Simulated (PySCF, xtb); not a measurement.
1,2,4-triazole cation (C2H3N3), SMILES c1nc[nH]n1 (connectivity only; charge and spin as stated), charge +1, multiplicity 2.

Harmonic wavenumbers (cm⁻¹) from GFN2-xTB run with xtb 6.7.1 at its own minimum, in rising order: 599, 625, 722, 827, 851, 860, 862, 1006, 1067, 1096, 1206, 1306, 1344, 1450, 1467, 3135, 3146, 3326.

Task: What does PySCF with PBE0-D3(BJ)/def2-SVP give at its own minimum? (An estimate is asked for; the answer gives what the named calculation found.)

Result: 453, 667, 752, 824, 858, 895, 930, 1069, 1171, 1216, 1279, 1345, 1463, 1552, 1585, 3290, 3312, 3586. Paired by order, the mean absolute difference is 92 cm⁻¹ and the zero-point energies are 35.6 and 37.5 kcal/mol.
